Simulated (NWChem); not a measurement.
System: AgF; SMILES [F][Ag]

NWChem printed, in part:

```
             Northwest Computational Chemistry Package (NWChem) 7.3.0
             --------------------------------------------------------

 ORDER OF PRIMARY AXIS IS BEING SET TO 4
 C4V symmetry detected

                             Geometry "geometry" -> ""
                             -------------------------

 Output coordinates in angstroms (scale by  1.889725989 to convert to a.u.)

  No.       Tag          Charge          X              Y              Z
 ---- ---------------- ---------- -------------- -------------- --------------
    1 Ag                  47.0000     0.00000000     0.00000000    -0.31915495
    2 F                    9.0000     0.00000000     0.00000000     1.66669805

 Effective nuclear repulsion energy (a.u.)     112.7183010660

      Symmetry information
      --------------------

 Group name             C4v
 Group number             18
 Group order               8
 No. of unique centers     2

                                 NWChem DFT Module
                                 -----------------

 Summary of "ao basis" -> "ao basis" (spherical)
 ------------------------------------------------------------------------------
       Tag                 Description            Shells   Functions and Types
 ---------------- ------------------------------  ------  ---------------------
 Ag                         def2-svp                11       31   5s3p2d1f
 F                          def2-svp                 6       14   3s2p1d

      Symmetry analysis of basis
      --------------------------

        a1         17
        a2          0
        b1          4
        b2          4
        e          20

            General Information
            -------------------
          SCF calculation type: DFT
          Wavefunction type:  closed shell.
          No. of atoms     :     2
          No. of electrons :    28
           Alpha electrons :    14
            Beta electrons :    14
          Charge           :     0
          Spin multiplicity:     1
          Use of symmetry is: on ; symmetry adaption is: on
          Maximum number of iterations: 150
          AO basis - number of functions:    45
                     number of shells:    17
          Convergence on energy requested:  1.00D-06
          Convergence on density requested:  1.00D-05
          Convergence on gradient requested:  5.00D-04

              XC Information
              --------------
                        BHLYP Method XC Functional
                     Hartree-Fock (Exact) Exchange  0.500
                        Slater Exchange Functional  0.500 local
                    Becke 1988 Exchange Functional  0.500 non-local
              Lee-Yang-Parr Correlation Functional  1.000

             Grid Information
             ----------------
          Grid used for XC integration:  medium
          Radial quadrature: Mura-Knowles
          Angular quadrature: Lebedev.
          Tag              B.-S. Rad. Rad. Pts. Rad. Cut. Ang. Pts.
          ---              ---------- --------- --------- ---------
          Ag                  1.60      123           8.0       590
          F                   0.50       49           7.0       434
          Grid pruning is: on
          Number of quadrature shells:   172
          Spatial weights used:  Erf1

      Superposition of Atomic Density Guess
      -------------------------------------

 Sum of atomic energies:        -266.94905136

      Non-variational initial energy
      ------------------------------

 Total energy =    -244.810186
 1-e energy   =    -488.518008
 2-e energy   =     198.140850
 HOMO         =      -0.524939
 LUMO         =      -0.214787

      Symmetry analysis of molecular orbitals - initial
      -------------------------------------------------

 !! scf_movecs_sym_adapt:    8 vectors were symmetry contaminated

  Symmetry fudging

 !! scf_movecs_sym_adapt:    4 vectors were symmetry contaminated

  Numbering of irreducible representations:

     1 a1          2 a2          3 b1          4 b2          5 e

  Orbital symmetries:

     1 a1          2 a1          3 a1          4 e           5 e
     6 a1          7 a1          8 e           9 e          10 b1
    11 b2         12 e          13 e          14 a1         15 a1
    16 e          17 e          18 a1         19 a1         20 e
    21 e          22 a1         23 b1         24 b2

     ---------------------------------------------
      Total Density - Mulliken Population Analysis
     ---------------------------------------------

    Atom       Charge   Shell Charges
 -----------   ------   -------------------------------------------------------
    1 Ag  19    18.22  -0.47  1.64  0.83  0.17  0.01  5.98  0.06  0.02  9.40  0.59  0.00
    2 F    9     9.78   1.99  1.15  0.82  3.57  2.25  0.00

   convergence    iter        energy       DeltaE   RMS-Dens  Diis-err
 ---------------- ----- ----------------- --------- --------- ---------
 d= 0,ls=0.0,diis     1   -246.4662948646 -2.92D+02  2.96D-02  7.43D-01
 d= 0,ls=0.0,diis     2   -246.3793037389  8.70D-02  1.69D-02  1.91D+00
 d= 0,ls=0.0,diis     3   -246.5568327331 -1.78D-01  3.32D-03  4.06D-02
 d= 0,ls=0.0,diis     4   -246.5607672249 -3.93D-03  7.47D-04  1.26D-03
 d= 0,ls=0.0,diis     5   -246.5609550054 -1.88D-04  1.55D-04  3.30D-05
  Resetting Diis
 d= 0,ls=0.0,diis     6   -246.5609611487 -6.14D-06  3.86D-05  1.47D-06
 d= 0,ls=0.0,diis     7   -246.5609614770 -3.28D-07  1.16D-05  2.35D-07
 d= 0,ls=0.0,diis     8   -246.5609614845 -7.50D-09  6.92D-06  2.83D-07

         Total DFT energy =     -246.560961484463
      One electron energy =     -492.854176693947
           Coulomb energy =      225.297792242261
    Exchange-Corr. energy =      -24.571549804149
 Nuclear repulsion energy =       45.566972771373

 Numeric. integr. density =       27.999986127831

                  Occupations of the irreducible representations
                  ----------------------------------------------

                     irrep           alpha         beta
                     --------     --------     --------
                     a1                6.0          6.0
                     a2                0.0          0.0
                     b1                1.0          1.0
                     b2                1.0          1.0
                     e                 6.0          6.0

                       DFT Final Molecular Orbital Analysis
                       ------------------------------------

 Vector   12  Occ=2.000000D+00  E=-3.452094D-01  Symmetry=e
              MO Center= -1.8D-15, -1.4D-17,  1.3D+00, r^2= 1.1D+00
   Bfn.  Coefficient  Atom+Function         Bfn.  Coefficient  Atom+Function
  ----- ------------  ---------------      ----- ------------  ---------------
    36      0.603794  2 F  py                39     -0.448796  2 F  py
    16      0.381315  1 Ag d -1              13     -0.080869  1 Ag py
    10     -0.061928  1 Ag py                35     -0.062007  2 F  px
     7      0.054016  1 Ag py                38      0.046089  2 F  px
    18      0.039159  1 Ag d  1              21      0.031865  1 Ag d -1

 Vector   13  Occ=2.000000D+00  E=-3.452094D-01  Symmetry=e
              MO Center= -1.2D-15, -5.4D-16,  1.3D+00, r^2= 1.1D+00
   Bfn.  Coefficient  Atom+Function         Bfn.  Coefficient  Atom+Function
  ----- ------------  ---------------      ----- ------------  ---------------
    35      0.603794  2 F  px                38     -0.448796  2 F  px
    18     -0.381315  1 Ag d  1              12     -0.080869  1 Ag px
     9     -0.061928  1 Ag px                36      0.062007  2 F  py
     6      0.054016  1 Ag px                39     -0.046089  2 F  py
    16      0.039159  1 Ag d -1              23     -0.031865  1 Ag d  1

 Vector   14  Occ=2.000000D+00  E=-3.335240D-01  Symmetry=a1
              MO Center=  4.4D-15, -1.9D-16,  8.3D-01, r^2= 1.7D+00
   Bfn.  Coefficient  Atom+Function         Bfn.  Coefficient  Atom+Function
  ----- ------------  ---------------      ----- ------------  ---------------
    17      0.510894  1 Ag d  0              37     -0.489603  2 F  pz
     4     -0.387333  1 Ag s                 40      0.374171  2 F  pz
     2      0.205554  1 Ag s                 22      0.120810  1 Ag d  0
     8      0.106051  1 Ag pz                11     -0.098236  1 Ag pz
     1     -0.097330  1 Ag s                  3      0.085563  1 Ag s

 Vector   15  Occ=0.000000D+00  E=-8.779642D-02  Symmetry=a1
              MO Center=  8.2D-15,  1.6D-16, -1.1D+00, r^2= 4.0D+00
   Bfn.  Coefficient  Atom+Function         Bfn.  Coefficient  Atom+Function
  ----- ------------  ---------------      ----- ------------  ---------------
     5      0.606793  1 Ag s                  4      0.397277  1 Ag s
    14     -0.295494  1 Ag pz                 2     -0.271097  1 Ag s
    37     -0.177141  2 F  pz                11     -0.164770  1 Ag pz
     3     -0.161978  1 Ag s                 40      0.158296  2 F  pz
     8      0.145282  1 Ag pz                17      0.138032  1 Ag d  0

 Vector   16  Occ=0.000000D+00  E= 2.116163D-02  Symmetry=e
              MO Center=  2.9D-15, -1.5D-15, -3.7D-01, r^2= 7.8D+00
   Bfn.  Coefficient  Atom+Function         Bfn.  Coefficient  Atom+Function
  ----- ------------  ---------------      ----- ------------  ---------------
    13      0.815630  1 Ag py                12     -0.462768  1 Ag px
     7     -0.145255  1 Ag py                10      0.120647  1 Ag py
    36      0.103335  2 F  py                39     -0.101303  2 F  py
     6      0.082414  1 Ag px                16      0.069888  1 Ag d -1
     9     -0.068452  1 Ag px                35     -0.058630  2 F  px

 Vector   17  Occ=0.000000D+00  E= 2.116163D-02  Symmetry=e
              MO Center=  4.4D-14,  2.4D-14, -3.7D-01, r^2= 7.8D+00
   Bfn.  Coefficient  Atom+Function         Bfn.  Coefficient  Atom+Function
  ----- ------------  ---------------      ----- ------------  ---------------
    12      0.815630  1 Ag px                13      0.462768  1 Ag py
     6     -0.145255  1 Ag px                 9      0.120647  1 Ag px
    35      0.103335  2 F  px                38     -0.101303  2 F  px
     7     -0.082414  1 Ag py                18     -0.069888  1 Ag d  1
    10      0.068452  1 Ag py                36      0.058630  2 F  py

     ---------------------------------------------
      Total Density - Mulliken Population Analysis
     ---------------------------------------------

    Atom       Charge   Shell Charges
 -----------   ------   -------------------------------------------------------
    1 Ag  19    18.46  -0.48  1.65  0.82  0.32 -0.01  5.96  0.14  0.08  9.01  0.95  0.00
    2 F    9     9.54   1.99  1.11  0.86  3.31  2.27  0.00

     -------------------------------------------
      Total Density - Lowdin Population Analysis
     -------------------------------------------

    Atom       Charge   Shell Charges
 -----------   ------   -------------------------------------------------------
    1 Ag  19    18.61   0.00  0.91  1.01  0.32  0.09  5.59  0.53  0.12  8.69  1.35  0.00
    2 F    9     9.39   1.98  1.03  0.83  3.21  2.35  0.00

     Multipole analysis of the density
     ---------------------------------

     L   x y z        total         alpha         beta         nuclear
     -   - - -        -----         -----         ----         -------
     0   0 0 0     -0.000000    -14.000000    -14.000000     28.000000

     1   1 0 0      0.000000      0.000000      0.000000      0.000000
     1   0 1 0      0.000000      0.000000      0.000000      0.000000
     1   0 0 1     -2.328064     -9.607647     -9.607647     16.887231

     2   2 0 0    -16.582142     -8.291071     -8.291071      0.000000
     2   1 1 0     -0.000000     -0.000000     -0.000000      0.000000
     2   1 0 1     -0.000000     -0.000000     -0.000000      0.000000
     2   0 2 0    -16.582142     -8.291071     -8.291071      0.000000
     2   0 1 1     -0.000000     -0.000000     -0.000000      0.000000
     2   0 0 2    -20.972784    -58.581985    -58.581985     96.191186
```

Level: BHandHLYP/def2-SVP with def2 effective core potentials on Ag. All runs use the structure optimised with PBE0-D3(BJ)/def2-TZVP. def2 effective core potentials on Ag; no spin-orbit coupling.

Q: Write an input that gives this output.

A: This is not unique; one that fits is the input that was run:
```
start job
memory heap 200 mb stack 900 mb global 1100 mb
geometry units angstroms noautoz
  Ag     0.000000     0.000000    -0.324159
  F      0.000000     0.000000     1.661694
end
basis spherical
  Ag library def2-svp
  F library def2-svp
end
ecp
  Ag library def2-ecp
end
dft
  xc bhlyp
  iterations 150
  mulliken
end
task dft energy
```
